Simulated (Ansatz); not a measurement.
```yaml
crystal:
  periodic: [false, false, false]
  atoms:
    - {symbol: F, position_ang: [1.650297, 0.897765, -3.784120]}
    - {symbol: C, position_ang: [0.745337, 1.652623, -1.213287]}
    - {symbol: C, position_ang: [1.369129, 0.124016, 1.067884]}
    - {symbol: Ga, position_ang: [-4.031460, -1.639359, -0.657877]}
    - {symbol: H, position_ang: [-0.355062, 3.663981, -1.224917]}
    - {symbol: H, position_ang: [2.598441, -1.801657, 0.936205]}
    - {symbol: H, position_ang: [0.694745, 0.854705, 3.129819]}
    - {symbol: H, position_ang: [-2.476499, -3.873136, 1.628192]}
basis:
  gaussian: {orbitals: ANO-RCC-VTZP, fitting: {mean_field: def2-universal-jkfit}}
hamiltonian: {xc: {name: rPW86-PBE}}
accuracy: high
output: {forces: true}
```

```sh
$ ansatz run in.yaml --threads 2 --pin off --events-out ev --progress --plain --max-ram 4352MiB
```

Shortened log:

```
Functional definition: rPW86-PBE
565 factors; integrals over basis functions are off by at most 8.2e-1 eV
mean field evaluation 1: about -57749.7675 eV, gradient 6.9e1 eV
mean field evaluation 2: about -57257.4356 eV, gradient 2.8e2 eV
mean field evaluation 4: about -57334.2587 eV, gradient 2.6e2 eV
mean field evaluation 8: about -57764.4313 eV, gradient 6.6e-1 eV
mean field evaluation 96: about -57761.9345 eV, gradient 5.9e0 eV
mean field evaluation 128: about -57764.3665 eV, gradient 1.8e0 eV
mean field -57764.43633105 eV, -2122.8038810248 hartree, gradient 7.8e-8 eV, S^2 0.000000; 8 other end points of the search recorded, 0 dependent functions left out
reference -57764.43635310 eV, -2122.8038818350 hartree; 28, 28 occupied and 161, 161 virtual orbitals, 565 factors
Total energy: -57764.43635310 eV, -2122.8038818350 hartree
Relativity: scalar
Atom 0 at     1.650297     0.897765    -3.784120 Å, force    -0.478249     0.364831     1.147933 eV/Å
Atom 1 at     0.745337     1.652623    -1.213287 Å, force    -0.337144     0.903288    -0.464299 eV/Å
Atom 2 at     1.369129     0.124016     1.067884 Å, force     0.163928    -0.381268     0.836880 eV/Å
Atom 3 at    -4.031460    -1.639359    -0.657877 Å, force     0.379271    -0.437186     0.444729 eV/Å
Atom 4 at    -0.355062     3.663981    -1.224917 Å, force     1.028359    -1.887386     0.047051 eV/Å
Atom 5 at     2.598441    -1.801657     0.936205 Å, force    -1.148852     1.780540     0.274683 eV/Å
Atom 6 at     0.694745     0.854705     3.129819 Å, force     0.703627    -0.821795    -1.815347 eV/Å
Atom 7 at    -2.476499    -3.873136     1.628192 Å, force    -0.310939     0.478976    -0.471630 eV/Å
Dipole moment:    -2.656484    -0.588154     0.623648 e Å
```

(1) Something in this input is off. What?

Results:

(1) The coordinates are in bohr but typed as ångström. Self-consistency was reached. The result belongs to that input, not to the molecule as meant.
